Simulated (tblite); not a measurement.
C10H12O2S.
Atom-mapped SMILES: `[CH3:1][C:2]1=[CH:3][CH:4]=[CH:5]/[C:6](=[CH:7]/[S:8]([CH3:9])(=[O:10])=[O:11])[CH:12]=[CH:13]1` (hydrogens: H14, H15, H16 on C1; H17 on C3; H18 on C4; H19 on C5; H20 on C7; H21, H22, H23 on C9; H24 on C12; H25 on C13)

Computed geometry: GFN2-xTB, gas phase.

**Question.** Give the optimised bond lengths and angles.

**Answer.** 
```tsv
bond	length (Å)
C1–C2	1.500
C2–C3	1.356
C3–C4	1.427
C4–C5	1.348
C5–C6	1.448
C6=C7	1.353
C7–S8	1.769
S8–C9	1.823
S8=O10, S8=O11	1.441
C6–C12	1.447
C12–C13	1.347
C2–C13	1.437
C1–H14, C1–H15, C1–H16	1.089
C3–H17	1.083
C4–H18	1.084
C5–H19	1.083
C7–H20	1.075
C9–H21, C9–H22, C9–H23	1.082
C12–H24	1.082
C13–H25	1.084
```

Bonds in one row agree within 0.01 Å and their mean is given. A selection of angles:
```tsv
angle	degrees
C1–C2–C3	119.6
C1–C2–C13	114.6
C3–C2–C13	125.8
C2–C3–C4	128.7
C3–C4–C5	130.1
C4–C5–C6	130.0
C5–C6–C7	118.1
C5–C6–C12	122.2
C7–C6–C12	119.6
C6–C7–S8	126.2
C7–S8–C9	103.8
C7–S8–O10	107.4
C7–S8–O11	112.2
C9–S8–O10	107.7
O10–S8–O11	117.3
C6–C12–C13	130.4
C2–C13–C12	130.8
```

Dihedral angles: C5–C6–C7–S8 -178° (antiperiplanar); C6–C7–S8–C9 75° (synclinal). The mirror-image conformer, all signs reversed, is as good.

S8 (sulfonyl sulfur) is distorted tetrahedral (angles from 103.8° to 117.3°). The C–C distances run from 1.347 Å (C12–C13, aromatic) to 1.500 Å (C1–C2, drawn single), a spread of 0.153 Å. The 2 C–S bonds span 1.769 Å (C7–S8, drawn single) to 1.823 Å (S8–C9, drawn single), a spread of 0.054 Å. Of the pairs four or more bonds apart, O11···H24 is among the closest relative to their van der Waals radii: 2.07 Å, 76 % of the sum of Bondi's values. The 7-membered ring C2–C3–C4–C5–C6–C12–C13 has internal angles of 122.2° to 130.8° (sum 898°, against 900° for a flat polygon); it is slightly puckered (a soft mode that the optimisation may not have finished), 0.06 Å rms from its mean plane, widest ring torsion 13°.

Point group: C1 (no symmetry element, even within 0.4 Å). Its GFN2-xTB frequencies are all real (lowest 18 cm⁻¹). The numbers are those of one conformer.

Hardware: one thread of an Arm Neoverse V1, shared host. Cost: 2.0 s. These figures are those of the optimisation.
